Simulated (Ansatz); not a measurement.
Consider the homolysis of the Mg–O bond: `C[S][Mg][OH]` → `C[S][Mg]`• + `[OH]`•.

Calculated with Ansatz (gas phase, PBE0-D4/def2-TZVP geometries, no zero-point term in ΔE). CBS: MP2 limit from def2 TZ/QZ plus the TZ coupled-cluster correction, frozen cores. This one scheme is used for every species. DFT in def2-TZVPP. Open shells (•) are unrestricted, without spin–orbit coupling. For Mg outer-core shells are correlated without core-valence functions, which leaves a few kJ/mol of doubt a bond. One conformer a species, not always the lowest.

CCSD(T)/CBS gives +483.0 kJ/mol.

Task: Another level gave +444.8 kJ/mol. Which?
A. B97M-V/def2-TZVPP
B. BHLYP-D4/def2-TZVPP
C. ωB97M-V/def2-TZVPP
D. PBE0-D4/def2-TZVPP

Result: A. B97M-V 444.8, PBE0-D4 434.3, ωB97M-V 464.9, BHLYP-D4 423.2 kJ/mol.

Largest T1 diagnostic among the species: 0.012.

From BLYP to BHLYP (50 % exact exchange), in def2-TZVPP and without D4, ΔE moves by −17.5 kJ/mol: exact exchange takes away binding that semilocal exchange gives to molecules. At CCSD(T), def2-SVP lies −40.5 kJ/mol from the extrapolated value and def2-TZVPP −33.7 kJ/mol: correlation converges slowly with the basis, and small sets miss more of it in the bonded molecule than in its fragments. Leaving LDA and LC-ωPBE aside and taking each functional with its dispersion term where it has one, the values spread over 41.7 kJ/mol, from BHLYP-D4 to ωB97M-V. LDA lies +65.7 kJ/mol from PBE without D4, its usual overbinding.
